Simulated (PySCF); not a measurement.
# O+: ionisation energy

O+ [He] 2s2 2p3 (4S) → O(2+) [He] 2s2 2p2 (3P), as a difference of total energies. Computed with PySCF 2.14 in aug-cc-pVDZ-DK, with the spin-free X2C one-electron Hamiltonian (Gaussian nucleus). Correlated levels: valence: 1s2 frozen. The calculations carry no spin-orbit coupling.

```
           method  ionisation energy (eV)  error (eV)
              UHF                  34.549      -0.572
              PBE                  35.320      +0.199
             BP86                  35.313      +0.192
    MP2 (valence)                  34.982      -0.139
SCS-MP2 (valence)                  34.784      -0.337
   CCSD (valence)                  34.800      -0.321
CCSD(T) (valence)                  34.804      -0.317
```

Reference: 35.121 eV (measured; NIST Atomic Spectra Database, ionization energies).

Errors of the correlated levels include the incompleteness of this basis and the frozen core.
